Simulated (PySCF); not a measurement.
Constitutional and geometric isomers with formula CH4OSi. All species are isolated molecules in the gas phase. One relaxed conformer stands for each flexible species; it need not be the lowest. Strings in code marks are SMILES.

Computed with PBE-D3(BJ)/def2-TZVP // B3LYP-D3(BJ)/def2-TZVP (PySCF 2.14.0). All candidates: neutral, multiplicity 1. Delta-SCF ions had no search for a lower state. 

```yaml
HOMO–LUMO gap: 5.09 eV
dipole_moment: 1.65 D
vertical ionisation energy (Delta-SCF): 10.02 eV
```

Q: Which member has these values?
A. `O=C[SiH3]`
B. `C[SiH]=O`
C. `C1O[SiH2]1`

A: C, `C1O[SiH2]1`. The others give `O=C[SiH3]`: 2.85 eV, 1.99 D, 9.39 eV; `C[SiH]=O`: 3.99 eV, 4.16 D, 10.09 eV
